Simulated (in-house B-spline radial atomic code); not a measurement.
Radial electron density of Br²⁺, [Ne] 3s2 3p5 3d10 4s2 4p3 4d1. Method: scalar-relativistic (X2C) B3LYP, spin-polarised, spherical fractional occupations, Fermi nucleus of rms radius 4.1629 fm. Calculated with a B-spline radial code for spherical atoms.

Caution: exact exchange at fractional occupations of open shells leaves self-interaction of up to several eV.

One-electron X2C: radii and densities carry no picture-change correction, so inner-shell <1/r> comes out high (for 1s by about 2 % at Z = 33, 5 % at 54, 10 % at 75, 30 % at 118) and <r> low.

Columns: r (bohr), 4πr²n(r) (electrons per bohr), bar.

```
  0.0016    1.314 #
 0.00196    1.855 ##
 0.00241    2.622 ##
 0.00296    3.676 ###
 0.00364    5.122 ####
 0.00447    7.051 ######
 0.00549    9.592 ########
 0.00674    12.85 ###########
 0.00828     16.9 ###############
  0.0102     21.8 ###################
  0.0125    27.17 ########################
  0.0154    32.88 #############################
  0.0189    38.01 #################################
  0.0232    41.82 ####################################
  0.0285    43.47 ######################################
  0.0349    42.56 #####################################
  0.0429    39.58 ##################################
  0.0527     36.3 ###############################
  0.0648    35.21 ###############################
  0.0796    38.17 #################################
  0.0977    44.45 #######################################
    0.12    50.27 ############################################
   0.147    50.74 ############################################
   0.181    43.97 ######################################
   0.222    34.25 ##############################
   0.273     28.5 #########################
   0.336    29.93 ##########################
   0.412    33.64 #############################
   0.507     32.4 ############################
   0.622    24.57 #####################
   0.764    14.81 #############
   0.939    8.174 #######
    1.15    5.604 #####
    1.42    4.754 ####
    1.74    3.736 ###
    2.14    2.301 ##
    2.63    1.106 #
    3.22   0.4471 
    3.96   0.1553 
    4.87  0.04552 
    5.98 0.009873 
    7.34 0.001343 
    9.02 9.707e-05
```

On this grid the curve has 3 maxima, near 0.0285, 0.147, 0.412 bohr.

The 3p down radial function P(r) = rR(r), positive near the nucleus:

```csv
r (bohr),P
0.0016,0.001753
0.00241,0.003634
0.00364,0.007623
0.00549,0.01595
0.00828,0.03313
0.0125,0.06773
0.0189,0.1345
0.0285,0.2524
0.0429,0.435
0.0648,0.6581
0.0977,0.7894
0.147,0.5793
0.222,-0.157
0.336,-1.101
0.507,-1.446
0.764,-0.9552
1.15,-0.3156
1.74,-0.04191
2.63,-0.001657
```
